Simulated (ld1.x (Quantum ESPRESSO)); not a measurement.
# What the settings do to the TM potential of niobium

Base potential:

- Element: Nb (Z = 41)
- Generator: ld1.x (Quantum ESPRESSO) 7.5
- Type: norm-conserving Troullier–Martins (Kleinman–Bylander form)
- Functional: PBE
- Relativity: scalar-relativistic
- Frozen core: [Ar] 3d10
- Valence charge: 13
- Reference configuration: 4s2 4p6 4d3 5s2 5p0
- Partial waves: 4s (bound): rc 1.45 bohr; 4d (bound): rc 1.85 bohr; 4p (bound): rc 2.00 bohr
- Local potential: the p channel
- Core correction: full core density, not smoothed (it rises at the typed radius of 1.50 bohr, so ld1.x skipped the fit)

Occupied shells without a wave of their own: 5s. They enter only through the test configuration that unscreens the potential, and ld1.x also counts them in the model core charge.

Cutoffs, loose and tight: the cutoffs (Ry, on a coarse ladder) from which the occupation-weighted sum of valence levels, in a spherical-Bessel basis at the reference potential, stays within 10 and 1 mRy of its value at 400 Ry. They do not see the model core or the augmentation charge, which bear on the density cutoff. Test errors are all-electron minus pseudo excitation energies from the reference, over the configurations 4s2 4p6 4d4 5s1 5p0; 4s2 4p6 4d4 5s0 5p0; 4s2 4p6 4d3 5s0 5p0; 4s2 4p6 4d4 5s0.5 5p0; 4s2 4p6 4d2 5s0 5p0; 4s1 4p6 4d4 5s1 5p0; 4s2 4p5 4d4 5s1 5p0. A dash means not determined; rows that change the core or the reference have their own tests.

With those shells counted twice in exchange and correlation these files are broken, and their errors move erratically; no question is asked of them.

```csv
change,outcome,"cutoff, loose","cutoff, tight",bound ghosts,largest test error (meV)
base,"generated, misses its reference levels by 0.18 eV",70 Ry,120 Ry,none,-1642
"all radii but the core radius scaled by about 0.78 (s 1.12, p 1.56, d 1.44 bohr)",generated,90 Ry,160 Ry,none,-1008
"all radii but the core radius scaled by about 0.88 (s 1.28, p 1.76, d 1.64 bohr)",generated,90 Ry,160 Ry,none,-1246
"all radii but the core radius scaled by about 1.08 (s 1.56, p 2.16, d 1.98 bohr)","generated, misses its reference levels by 0.26 eV",60 Ry,90 Ry,none,-1972
"all radii but the core radius scaled by about 1.17 (s 1.70, p 2.34, d 2.16 bohr)","generated, misses its reference levels by 0.38 eV",50 Ry,70 Ry,none,-2561
"all radii but the core radius scaled by about 1.28 (s 1.86, p 2.56, d 2.36 bohr)","generated, misses its reference levels by 0.50 eV",35 Ry,55 Ry,none,-3205
"all radii but the core radius scaled by about 1.39 (s 2.02, p 2.78, d 2.56 bohr)","generated, misses its reference levels by 0.75 eV",30 Ry,45 Ry,none,-4588
```

Reading the sweep of the scale of all radii but the core radius (base = 1) (base included, trends over the rows without a ghost): The loose cutoff falls from 90 Ry at 0.78 to 30 Ry at 1.39. A larger radius leaves more room for a smooth pseudo-wave, so fewer plane waves are needed; a smaller one forces it to follow the all-electron wave where it bends sharply. The median size of the test errors (rows with all tests solved) rises from 202.2 meV at 0.78 to 1694.2 meV at 1.39. More of the atom is replaced by a form fitted at one configuration, so other configurations suffer as the radius grows.
